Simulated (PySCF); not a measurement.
Computed IR spectrum (relative IR intensity) of a molecule C3H4BNO2. The structure is a stationary point at PBE-D3(BJ)/def2-SVP. The values are those of a single conformer. Level of theory: PBE-D3(BJ)/def2-SVP in PySCF. Frequencies are harmonic and unscaled.

ν (cm⁻¹): 303 (vw), 488 (vw), 574 (m), 641 (m), 763 (vw), 918 (w), 930 (m), 1047 (m), 1101 (w), 1215 (s), 1303 (w), 1458 (vs), 1574 (vw), 1811 (s), 3009 (w), 3708 (m) (against the strongest line: vs over 80 %, s over 45 %, m over 15 %, w over 4 %, vw less)

Task: Pick the molecule that these values belong to.
(A) CC(=O)B1N=CO1
(B) N#C/C=C/B(O)O
(C) O=C1CB(O)C=N1
(D) C=C=C1NB(O)O1

Result: C, O=C1CB(O)C=N1
